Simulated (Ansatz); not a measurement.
The same path of CH₇FOSi₂ (12 atoms, charge 0, multiplicity 1) was run 3 times with different band settings. The coordinate that changes most is the dihedral F1–C2–Si3–H9.

Method: RKS B3LYP-D4/def2-SVP in Ansatz 0.2.0.

Relaxed end points:

```xyz
12
Properties=species:S:1:pos:R:3
F -1.569 0.327 0.420
C -0.523 -0.349 -0.219
Si -0.296 -2.054 0.635
O 0.649 0.377 -0.089
Si 0.792 2.028 -0.417
H -0.824 -0.423 -1.284
H 0.811 -2.791 -0.036
H -1.562 -2.831 0.516
H 0.027 -1.814 2.067
H 0.290 2.857 0.711
H 2.245 2.265 -0.609
H 0.035 2.354 -1.661
```

```xyz
12
Properties=species:S:1:pos:R:3
F -1.625 0.112 -0.291
C -0.339 -0.432 -0.381
Si -0.293 -2.047 0.659
O 0.583 0.460 0.138
Si 0.656 2.100 -0.261
H -0.161 -0.594 -1.465
H -1.288 -3.011 0.108
H -0.637 -1.699 2.063
H 1.073 -2.635 0.583
H -0.358 2.892 0.485
H 2.021 2.537 0.125
H 0.445 2.263 -1.730
```

Common settings: movable images 5; climbing image yes; optimiser quadratic models (default); force threshold 0.05 eV/Å; iteration limit 60; end points relaxed.

| run | spring | start path |
| --- | --- | --- |
| 1 | 5.0 eV/Å² | through a guess of the saddle point |
| 2 | 0.1 eV/Å² | through a guess of the saddle point |
| 3 | 5.0 eV/Å² | straight line |

Q: What does each run give, and how far can it be trusted?

A: Run 1: converged after 32 iterations, highest image 0.108 eV above the first end. A vibrational analysis at the climbing image gives one clearly imaginary mode, 153i cm⁻¹: a first-order saddle point.
Run 2: converged after 31 iterations, highest image 0.109 eV above the first end. Another band between the same ends (5 images) ends at a top of the same energy, where a vibrational analysis finds 1 clearly imaginary mode.
Run 3: converged after 7 iterations, highest image 0.108 eV above the first end. Another band between the same ends (5 images) ends at a top of the same energy, where a vibrational analysis finds 1 clearly imaginary mode.
